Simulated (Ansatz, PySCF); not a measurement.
Process, species as SMILES: CCl (CH3Cl) → [CH2-]Cl + H+
Structures are relaxed separately at B3LYP-D3(BJ)/def2-TZVP in Ansatz (a quantum-chemistry and plane-wave program).

Property: gas-phase deprotonation energy (enthalpy at 298 K, with B3LYP-D3(BJ) rigid-rotor harmonic-oscillator terms from PySCF), in kcal/mol. Correlated levels leave the core frozen unless marked. No spin-orbit coupling. Non-relativistic. Anions need diffuse functions: aug- sets have them; def2-D sets add few; the other sets have none. Basis-set limits of correlation are two-point, X^-3; Hartree-Fock from the larger set.

CCSD(T)/CBS(def2-TZVPPD,def2-QZVPPD) (Ansatz) gives 397.5 kcal/mol.

### Question
Another calculation gave 396.6 kcal/mol. Which level was it?
(A) BLYP/def2-TZVPD (Ansatz)
(B) M06-L/def2-TZVPD (PySCF)
(C) B2PLYP/def2-TZVPD (Ansatz)
(D) LC-wPBE/def2-TZVPD (Ansatz)

### Answer
C, B2PLYP/def2-TZVPD (Ansatz). The others give 392.6 (BLYP), 399.8 (M06-L), 403.1 (LC-wPBE) kcal/mol.
